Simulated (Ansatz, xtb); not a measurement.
## Relative energy of two isomers of C5H2ClNS

Structure I is `C#Cc1cnc(Cl)s1`, a singlet and structure II is `C#Cc1nc(Cl)cs1`, a singlet. Both are isolated molecules in the gas phase, relaxed with PBE0-D3(BJ)/def2-SVP.

I (Å):

```csv
atom,x (Å),y (Å),z (Å)
C,-0.0264,-1.3633,2.5691
C,-0.1380,-1.2514,1.3656
C,-0.2621,-1.1297,-0.0344
C,-0.9256,-0.1684,-0.7682
C,-0.1904,-1.3487,-2.4462
Cl,0.0901,-1.8438,-4.0561
N,-0.8759,-0.3052,-2.1182
S,0.4646,-2.2704,-1.1315
H,0.0686,-1.4567,3.6354
H,-1.4677,0.6655,-0.3205
```

II (Å):

```yaml
atoms:
  - { symbol: C, position_ang: [-1.7429, -2.9507, 1.6964] }
  - { symbol: C, position_ang: [-1.1957, -2.2158, 0.9023] }
  - { symbol: C, position_ang: [-0.5492, -1.3276, 0.0066] }
  - { symbol: C, position_ang: [0.2900, -0.5007, -1.8317] }
  - { symbol: C, position_ang: [0.6089, 0.5498, -1.0045] }
  - { symbol: Cl, position_ang: [0.6682, -0.5361, -3.5052] }
  - { symbol: N, position_ang: [-0.3536, -1.5434, -1.2684] }
  - { symbol: S, position_ang: [0.0644, 0.2020, 0.5789] }
  - { symbol: H, position_ang: [-2.2304, -3.6121, 2.3894] }
  - { symbol: H, position_ang: [1.1217, 1.4742, -1.2601] }
```

Quicker runs give these differences E(II) − E(I): GFN2-xTB −0.77 kcal/mol; HF/STO-3G +0.54 kcal/mol (at GFN2-xTB geometries); r2SCAN-D4/def2-SVP +0.98 kcal/mol (at GFN2-xTB geometries).

Task: Estimate which is lower in electronic energy at CCSD(T)/def2-SVP + ΔMP2/def2-TZVPP, and by roughly how much.

Result: CCSD(T)/def2-SVP + ΔMP2/def2-TZVPP gives E(II) − E(I) = +0.15 kcal/mol, slightly favouring structure I, which is too small a margin to settle the true order.

The same difference at several levels:

```json
{"level": "GFN2-xTB", "geometry": "GFN2-xTB", "E(II) − E(I) (kcal/mol)": "−0.77", "departure from the last row (kcal/mol)": "−0.92", "job, with rough time for the two": "optimisation, 0.62 s"}
{"level": "HF/STO-3G", "geometry": "GFN2-xTB", "E(II) − E(I) (kcal/mol)": "+0.54", "departure from the last row (kcal/mol)": "+0.38", "job, with rough time for the two": "single point, 2.4 s"}
{"level": "r2SCAN-D4/def2-SVP", "geometry": "GFN2-xTB", "E(II) − E(I) (kcal/mol)": "+0.98", "departure from the last row (kcal/mol)": "+0.83", "job, with rough time for the two": "single point, 12 s"}
{"level": "PBE0-D3(BJ)/def2-SVP", "geometry": "PBE0-D3(BJ)/def2-SVP", "E(II) − E(I) (kcal/mol)": "+1.04", "departure from the last row (kcal/mol)": "+0.89", "job, with rough time for the two": "optimisation, 2.1 min"}
{"level": "HF/def2-SVP", "geometry": "PBE0-D3(BJ)/def2-SVP", "E(II) − E(I) (kcal/mol)": "+1.33", "departure from the last row (kcal/mol)": "+1.17", "job, with rough time for the two": "part of the CCSD(T) run"}
{"level": "MP2/def2-SVP", "geometry": "PBE0-D3(BJ)/def2-SVP", "E(II) − E(I) (kcal/mol)": "+0.19", "departure from the last row (kcal/mol)": "+0.04", "job, with rough time for the two": "part of the CCSD(T) run"}
{"level": "CCSD(T)/def2-SVP", "geometry": "PBE0-D3(BJ)/def2-SVP", "E(II) − E(I) (kcal/mol)": "+0.78", "departure from the last row (kcal/mol)": "+0.62", "job, with rough time for the two": "single point"}
{"level": "CCSD(T)/def2-SVP + ΔMP2/def2-TZVPP", "geometry": "PBE0-D3(BJ)/def2-SVP", "E(II) − E(I) (kcal/mol)": "+0.15", "departure from the last row (kcal/mol)": "", "job, with rough time for the two": "single point, 2.7 min"}
```

As drawn, both hold the same kinds of bond in the same numbers.

The largest departure from CCSD(T)/def2-SVP + ΔMP2/def2-TZVPP is that of HF/def2-SVP, 1.17 kcal/mol. The last row adds to CCSD(T) the change of the MP2 difference between the two basis sets, here −0.62 kcal/mol.

With thermal terms from frequencies at re-optimised GFN2-xTB minima (ideal gas, soft modes damped towards free rotors, one conformer each, 298.15 K, 1 atm): the zero-point term adds −0.05 kcal/mol; ΔH is +0.08 and ΔG +0.10 kcal/mol.

The correlated steps freeze 16 core orbitals. Run with Ansatz 0.2.0, xtb 6.7.1; the last row on 2 threads of Intel(R) Xeon(R) Processor @ 2.50GHz (Skylake/Cascade Lake) on a shared host.
